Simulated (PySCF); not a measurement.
Removing an electron from `CC[Se]C1CC1`

C5H10Se.
Structure used (PBE0-D3(BJ)/def2-SVP), in Å, numbered top down from 1:
```xyz
16
C5H10Se angstrom
C      2.447   -0.327   -0.241
C      1.666    0.444    0.803
Se     0.282    1.616    0.074
C     -0.875    0.251   -0.620
C     -1.590   -0.676    0.320
C     -2.353    0.391   -0.400
H      2.934    0.352   -0.958
H      3.228   -0.944    0.234
H      1.792   -1.004   -0.811
H      2.319    1.119    1.378
H      1.178   -0.229    1.524
H     -0.561   -0.160   -1.584
H     -1.718   -1.716    0.007
H     -1.420   -0.541    1.392
H     -2.704    1.247    0.183
H     -3.014    0.102   -1.222
```

Level: CAM-B3LYP/def2-SVPD (PySCF). Frontier orbitals with their largest atomic shares (Löwdin; up to four atoms above 4 %):

| orbital | ε (eV) | main atoms |
| --- | --- | --- |
| HOMO−3 | -10.69 | C4 23 %, C5 22 %, C6 13 %, Se3 11 % |
| HOMO−2 | -9.99 | C6 28 %, C4 21 %, C5 16 %, Se3 16 % |
| HOMO−1 | -9.33 | Se3 38 %, C4 17 %, C2 14 %, C5 10 % |
| HOMO | -7.36 | ? |
| LUMO | 0.99 | Se3 63 %, C2 7 %, H10 6 % |
| LUMO+1 | 1.31 | Se3 68 %, H12 4 % |
| LUMO+2 | 1.42 | Se3 32 %, C1 10 %, C6 8 %, C5 7 % |

What vertical ionisation energy does ΔSCF give, and how far is −ε(HOMO) from it?

ΔSCF: 8.19 eV (790 kJ/mol; threshold wavelength 151 nm); ⟨S²⟩ of the doublet left behind is 0.754, against 0.75 for a pure doublet. −ε(HOMO) is 7.36 eV, 0.83 eV below it. For the exact functional −ε(HOMO) would equal the first vertical ionisation energy; CAM-B3LYP (range-separated hybrid) falls short of its own ΔSCF value by 10 %. Holes in the HOMO−1 and HOMO−2 were tried too where these lie within 1.2 eV of the HOMO; the lowest converged state counts.

On which atoms does the HOMO lie?

Se3 (selenium bonded to 2 C) 70 %, C4 (sp3 carbon bound to selenium) 9 %, C2 (sp3 carbon bound to selenium) 8 %, so more than half of it is on one atom. The HOMO−1 lies 1.97 eV lower.

With α = 87.4 au, estimate the like-pair dispersion coefficient by London's formula C6 = (3/4)α²I.

I = 0.3011 Eh, so C6 ≈ 1730 au, a rough estimate.

How many of the 10 lowest singlet excitations (vertical TDDFT, same level) lie below the ionisation energy?

All 10; they run from 4.84 to 7.71 eV.

What total energies stand behind the ΔSCF value?

E(N) = -2597.64628 Eh and E(N − 1) = -2597.34522 Eh at the same geometry, 0.30106 Eh apart.

One conformer (not necessarily the lowest) at the PBE0-D3(BJ)/def2-SVP geometry, without solvent, vibrations or thermal averaging. The calculation is non-relativistic, for selenium too.
